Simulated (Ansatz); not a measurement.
Mulliken charges of BrClFGa, SMILES `[F][Ga]([Cl])[Br]` from ωB97M-V/def2-TZVPP in Ansatz (PBE0-D4/def2-TZVP geometry).

```
atom   x (Å)   y (Å)   z (Å)  charge (e)
  F1  -1.169  -0.640   1.231      -0.345
 Ga2  -0.033  -0.039   0.065       0.702
 Cl3   1.990  -0.577   0.310      -0.187
 Br4  -0.789   1.256  -1.606      -0.170
```

Problem. By hand: the dipole of these point charges (1 e Å = 4.8032 D).

Solution. Σ q r = (0.142, 0.088, -0.164) e Å, of length 0.234 e Å = 1.12 D.

Problem. How does the dipole of the full density compare? (An estimate is asked.)

Solution. The calculation gave: (0.089, 0.098, -0.164) e Å, 1.01 D; the point charges give 1.11 times that, at 13° from its direction.

Point charges leave out the atoms' own dipoles, such as those of lone pairs, and Mulliken's split depends on the basis, so the close match here is no proof of good charges.
